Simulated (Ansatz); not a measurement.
`C[Se][BH][GeH3]` + `O[SiH2][SiH3]` → `[SiH3][SiH2][O][GeH3]` + `B[Se]C` at 600 K and 1 bar (cleavage of the Ge–B bond).

Computed with Ansatz on PBE0-D4/def2-TZVP structures; ΔE is electronic, products minus reactants. CBS: MP2 limit from def2 TZ/QZ plus the TZ coupled-cluster correction, frozen cores. For Ge, Se outer-core shells are correlated without core-valence functions, which leaves a few kJ/mol of doubt a bond. Scalar relativity is left out up to krypton. Each species was taken in one conformer, which may not be the lowest.

```json
{"species": "`C[Se][BH][GeH3]`", "CCSD(T)/CBS energy (Eh)": "-4543.88078", "H − E (kJ/mol)": "259.3", "S (J/(mol·K))": "472.7"}
{"species": "`O[SiH2][SiH3]`", "CCSD(T)/CBS energy (Eh)": "-656.96789", "H − E (kJ/mol)": "201.2", "S (J/(mol·K))": "404.3"}
{"species": "`[SiH3][SiH2][O][GeH3]`", "CCSD(T)/CBS energy (Eh)": "-2734.29409", "H − E (kJ/mol)": "258.4", "S (J/(mol·K))": "520.6"}
{"species": "`B[Se]C`", "CCSD(T)/CBS energy (Eh)": "-2466.56684", "H − E (kJ/mol)": "197.8", "S (J/(mol·K))": "365.8"}
```

H − E and S are ideal-gas, rigid-rotor, harmonic terms from PBE0-D4/def2-TZVP, for one conformer and one mirror image of each species. 1 Eh = 2625.50 kJ/mol, R = 8.31446 J/(mol·K).

Problem. By hand: ΔE, ΔH, ΔS and ΔG.

Solution. ΔE = (-2734.29409) + (-2466.56684) − (-4543.88078) − (-656.96789) = -0.01226 Eh = -32.2 kJ/mol. Δ(H − E) = 258.4 + 197.8 − 259.3 − 201.2 = -4.3, so ΔH = -36.5 kJ/mol. ΔS = 520.6 + 365.8 − 472.7 − 404.3 = 9.4 J/(mol·K). ΔG = -36.5 − 600 × (9.4)/1000 = -42.1 kJ/mol.

Problem. By hand: the equilibrium constant, and the temperature at which ΔG would vanish if ΔH and ΔS stayed fixed.

Solution. log₁₀ K = −ΔG/(RT ln 10) = 3.7. ΔH and −TΔS have one sign here, so there is no such temperature.

The number of gas molecules stays the same, so ΔS is small and ΔH decides. A doubt of 5 kJ/mol in ΔE shifts log₁₀ K by 0.4 here. Other conformers and mirror images would add mixing entropy, several J/(mol·K) or more a flexible species. Modes under 60 cm⁻¹, often nearly free rotors, make the harmonic entropy too high. These are equilibria of isolated gas molecules and say nothing of rates. Largest T1 diagnostic: 0.013 (customary marks: 0.02 for closed shells, 0.045 for open ones).

ΔS is within the doubt of such terms, so its sign, and with it that verdict, could turn.
